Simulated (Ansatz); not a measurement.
Species: CH5BN2, SMILES `BNC=N` (H–B–N–C torsion 0°, B–N–C–N torsion 0°) (charge 0, multiplicity 1).

Problem. Give a relaxed geometry from B3LYP-D3(BJ)/def2-TZVP in Ansatz (a first-principles code).

Solution. This is not unique; one that fits is the end point of this relaxation, one of several conformers (outside a Z-matrix the atoms follow the SMILES, hydrogens last).
Bond lengths (Å): B1–N2 1.409, B1–H5 1.184, B1–H6 1.191, N2–C3 1.399, N2–H7 1.009, C3–N4 1.262, C3–H8 1.095, N4–H9 1.016. Angles (°): N2–B1–H5 120.2, N2–B1–H6 116.7, H5–B1–H6 123.1, B1–N2–C3 128.6, B1–N2–H7 118.6, C3–N2–H7 112.8, N2–C3–N4 123.1, N2–C3–H8 112.4, N4–C3–H8 124.5, C3–N4–H9 110.7.
